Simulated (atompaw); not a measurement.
How hard is this F (Z = 9) PAW (atompaw) potential?

atompaw 4.2.0.5 input, output lines left out:

```
F 9
LDA-PW scalarrelativistic loggrid 1500 logderivrange -5 5 251
2 2 0 0 0 0
2 1 4
0 0 0
c
v
v
1
1.65 1.30 1.15 1.15
y
-1.45
n
y
-1.2
n
custom polynom2 7 10 vanderbiltortho besselshape
2 1 troulliermartins
1.65
1.65
1.65
1.65
```

The pseudo-atom Hamiltonian at the reference potential is diagonalised in spherical Bessel functions j_l(qr) that vanish at 20 bohr, with q² up to the cutoff. All-electron valence levels (Ry): 2s -3.4601, 2p -2.0917.

Task: How do the lowest levels (Ry) of each channel move with the cutoff, and are there ghosts?

Result:

| cutoff (Ry) | s #1 | p #1 | d #1 | f #1 | f #2 | Σ f·Δε (mRy) |
| --- | --- | --- | --- | --- | --- | --- |
| 8 | -3.3465 | -1.5012 | -0.1225 | -0.0411 | 0.0723 | 2589.2 |
| 12 | -3.4424 | -1.9531 | -0.1227 | -0.0411 | 0.0723 | 589.7 |
| 15 | -3.4546 | -2.0623 | -0.1228 | -0.0411 | 0.0723 | 128.6 |
| 21 | -3.4600 | -2.0900 | -0.1228 | -0.0411 | 0.0723 | 7.1 |
| 25 | -3.4600 | -2.0915 | -0.1229 | -0.0411 | 0.0723 | 0.9 |
| 35 | -3.4600 | -2.0916 | -0.1229 | -0.0411 | 0.0723 | 0.6 |
| 400 | -3.4601 | -2.0917 | -0.1229 | -0.0411 | 0.0723 | 0.0 |

Result: no extra level below or beside the all-electron valence levels (s, p, d, f tested); 10 mRy is reached at 21 Ry and 1 mRy at 25 Ry.
